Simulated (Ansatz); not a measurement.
Reactions of `O[SiH](F)S`.

Computed with Ansatz on PBE0-D4/def2-TZVP structures; ΔE is electronic, products minus reactants. CBS: MP2 limit from def2 TZ/QZ plus the TZ coupled-cluster correction, frozen cores. This one scheme is used for every species, atoms too. DFT in def2-TZVPP. Open shells (•) are unrestricted, without spin–orbit coupling. Spin–orbit coupling would lower the free atoms: a little for F. def2 core potentials past Kr. Bonds to Ga, Ge, I are less sure, by a few kJ/mol each and by 10 to 20 or more in all where they break to atoms, as the def2 sets lack core-valence functions. Scalar relativity is left out up to krypton. Each species was taken in one conformer, which may not be the lowest.

| reaction | ωB97X-V (kJ/mol) | MP2/CBS(def2) (kJ/mol) | ωB97M-V (kJ/mol) |
| --- | --- | --- | --- |
| `O[SiH](F)S` + `CCCSCC` → `CC[SiH](O)F` + `CCSCS` | 85 | 87 | 84 |
| `O[SiH](F)S` + `[Cl][Ga]([Cl])[I]` → `F[SiH](S)I` + `[OH][Ga]([Cl])[Cl]` | 99 | 97 | 102 |
| `O[SiH](F)S` + `CBO` → `CBO[SiH](O)F` + H₂S | -46 | -45 | -46 |
| `O[SiH](F)S` + H₂O → `O[SiH](O)S` + H–F | 46 | 43 | 45 |
| `O[SiH](F)S` + silanol → `O[SiH2][SiH](O)S` + H–F | 161 | 163 | 166 |
| `O[SiH](F)S` + H₂S → `F[SiH](S)S` + H₂O | 54 | 45 | 53 |
| `O[SiH](F)S` + `[NH2][GeH2][OH]` → `[OH][GeH2][NH][SiH](O)F` + H₂S | -36 | -35 | -38 |
| `O[SiH](F)S` + `CN[SiH2]Cl` → `CN([SiH2]Cl)[SiH](O)F` + H₂S | -6 | -8 | -9 |
| `O[SiH](F)S` + `[SiH3]`• → `O[SiH](F)[S]`• + SiH₄ | -11 | 5 | -8 |
| `O[SiH](F)S` + F• → `O[SiH](F)[S]`• + H–F | -181 | -212 | -182 |

Problem. Give the CCSD(T)/CBS values in the same order. (An estimate is asked.)

Solution. Ansatz gave: 85, 99, -49, 44, 159, 49, -37, -10, -5, -194 kJ/mol.

Largest T1 diagnostic: 0.015, for `[SiH3]`•.
